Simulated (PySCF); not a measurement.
B(H)2(SiH3) (BH5Si), SMILES B[SiH3]. Heavy atoms are numbered as in [BH2:1][SiH3:4]. Hydrogens are named by the atom that carries them.

Coordinates come from a B3LYP-D3(BJ)/def2-TZVP optimisation.

All values below come from PySCF with B3LYP/def2-TZVPD.

ESP charges are fitted to the potential on shells at 1.4 to 2.0 van der Waals radii. Atomic charges (e), one atom of each kind:

```json
[
 {"atom": "B1 (BH2)", "ESP fit": "0.32", "IAO": "[?]"},
 {"atom": "H on B1", "ESP fit": "-0.13", "IAO": "[?]"},
 {"atom": "Si4 (SiH3)", "ESP fit": "0.14", "IAO": "[?]"},
 {"atom": "H on Si4", "ESP fit": "-0.06", "IAO": "[?]"}
]
```

### Question
Fill in the missing entries. (An estimate is asked for; the answer gives what the named calculation found.)

### Answer

- B1 (BH2), IAO: -0.18
- H on B1, IAO: 0.03
- Si4 (SiH3), IAO: 0.47
- H on Si4, IAO: -0.11
